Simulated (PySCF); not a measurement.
C3H9MgN.

```xyz
14

Mg     0.0515     0.7964     0.6751
C     -0.2794    -0.4683    -1.0002
C     -1.2285    -1.6327    -0.6772
C      1.0312    -0.9877    -1.6112
H     -0.7752     0.1649    -1.7617
H     -1.4171    -2.2690    -1.5662
H     -0.8144    -2.3025     0.0982
H     -2.2139    -1.2905    -0.3159
H      1.7023    -0.1729    -1.9340
H      0.8470    -1.6225    -2.5022
H      1.6008    -1.6131    -0.9001
N      0.3468     1.9286     2.1723
H      1.1380     2.5537     2.3162
H     -0.2529     2.0267     2.9897
```
Charge 0, spin multiplicity 1.

The structure is a stationary point at B3LYP-D3(BJ)/def2-SVP. The structure was generated by enumeration; whether it is a known compound was not checked. Other conformers were not sampled.

These are KT2/pcSseg-1 (PySCF) values and carry that method's errors. Non-relativistic, no solvent.

Computed absolute GIAO shielding of each atom: isotropic value and principal components (ppm):
```tsv
atom	σ(iso)	σ11	σ22	σ33	span
Mg1	465.1	356.7	366.9	671.7	315.0
C2	163.2	153.6	166.0	170.1	16.5
C3	155.7	136.7	148.0	182.5	45.8
C4	155.6	136.5	147.9	182.4	45.9
H5	30.2	26.9	29.1	34.6	7.7
H6	29.7	25.9	27.1	36.0	10.1
H7	29.8	25.9	28.6	34.9	9.0
H8	29.4	25.2	27.9	35.2	9.9
H9	29.4	25.3	27.9	35.1	9.9
H10	29.7	25.8	27.2	36.0	10.2
H11	29.8	25.9	28.6	34.9	9.0
N12	288.5	250.1	307.0	308.4	58.3
H13	32.7	25.6	28.0	44.5	19.0
H14	32.7	25.6	28.1	44.5	19.0
```
